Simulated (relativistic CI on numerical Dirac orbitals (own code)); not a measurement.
## What each ingredient does to the levels of Dy XIII

Base calculation: Dirac-Coulomb-Breit CI, KLI orbitals optimised for each configuration, a model potential for QED, unscaled Slater integrals.

CI space (outside the closed core [Kr] 4d10): 4f⁶5s², 4f⁴5s²5p², 4f⁸, 4f⁵5s²5p, 4f⁷5s, 4f⁶5s5p, 4f⁵5s²6s, 4f⁵5s²6p, 4f⁴5s²6s², 4f⁵5s²7s, 4f⁶6s². Levels of other configurations are missing.

Variants: (1) one mean potential for all configurations. Shifts of the energy above 4f⁶5s² ⁷F0, in cm⁻¹, for the lowest level and the first level of each name with at least 55 % of one term (blank where a level changes its place among those of its configuration and J or its character, or is not in the variant):

```
     Level     Base    Δ(1)
4f⁶5s² ⁷F0      0.0     0.0
4f⁶5s² ⁷F1    744.4    -9.2
4f⁶5s² ⁷F2   1997.0   -20.9
4f⁶5s² ⁷F3   3552.2   -31.6
4f⁶5s² ⁷F4   5271.6   -39.7
4f⁶5s² ⁷F5   7063.1   -44.8
4f⁶5s² ⁷F6   8857.7   -46.2
4f⁶5s² ⁵D0  26602.2  +208.2
4f⁶5s² ⁵D1  29826.7  +179.0
4f⁶5s² ⁵D2  34238.1  +158.6
4f⁶5s² ⁵L6  38672.4  +143.9
4f⁶5s² ⁵D3  39305.3  +146.5
4f⁶5s² ⁵L7  40583.3  +121.5
4f⁶5s² ⁵L8  42181.0  +107.6
```

At this charge energies of transitions that change n are usually good to better than 1 %, and those within a shell (Δn = 0) to a few per cent. Terms inside the open d or f shell come out 10 to 20 % too wide with unscaled integrals. Levels and lines within the n = 5 or 6 shells can be off by up to 10 % or somewhat more, and those that change n by about 2 %, since core polarisation is missing.

Ionisation energy from the two ground configurations alone: base 243.719 eV. The NIST ASD value (theoretical) is 259 eV. The gap of more than 2 % comes from missing correlation, or from a tabulated value that is itself an estimate.

LS names give the leading component of a level, which can be under half, so a name can repeat, a term be missing and a line seem to break the LS rules.
